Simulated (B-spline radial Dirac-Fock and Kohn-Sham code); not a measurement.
# Relativistic shifts of the levels of Ag²⁹⁺

System: Ag²⁹⁺ in the configuration [Ne] 3s2 3p6.

Both columns are ΔSCF binding energies of the configuration average from a radial atomic solver: non-relativistic Hartree-Fock with a point nucleus, and Dirac-Fock with a finite nucleus and the Coulomb interaction alone, averaged over the two j levels with weights 2j+1.

| shell | Hartree-Fock (eV) | Dirac-Fock (eV) | shift (eV) | shift (%) |
| --- | --- | --- | --- | --- |
| 1s | 26252.7 | 27053.0 | +800.31 | +3.05 |
| 2s | 5041.2 | 5243.5 | +202.27 | +4.01 |
| 2p | 4785.4 | 4846.8 | +61.39 | +1.28 |
| 3s | 1844.6 | 1899.2 | +54.68 | +2.96 |
| 3p | 1741.2 | 1761.8 | +20.66 | +1.19 |

Relativity binds 1s, 2s, 2p, 3s, 3p more strongly, among those listed most of all 2s in relative terms.

Values without a named source are computed, but for edge energies of neutral atoms, which are taken from tables.
